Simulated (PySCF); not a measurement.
HBrF₂GeO, SMILES [Ge]([F])([F])([Br])[OH] (PBE0/def2-SVP optimised geometry):

```
6

O     -1.051    -1.922    -1.379
Ge    -0.455    -1.047     0.000
F      1.264    -1.047     0.000
F     -0.868    -1.867     1.453
Br    -1.264     1.047     0.000
H     -0.702    -2.822    -1.432
```

Level of theory: PBE0/def2-TZVP in PySCF.

Question: What are the frontier orbital energies and the dipole moment?

Answer: HOMO-2 -10.42 eV, HOMO-1 -9.52 eV, HOMO -9.50 eV, LUMO -1.60 eV, LUMO+1 0.68 eV; dipole moment 1.16 D.

Meta-Löwdin charges at PBE0/def2-TZVP: O1 -0.71, Ge2 1.50, F3 -0.49, F4 -0.49, Br5 -0.18, H6 0.36.
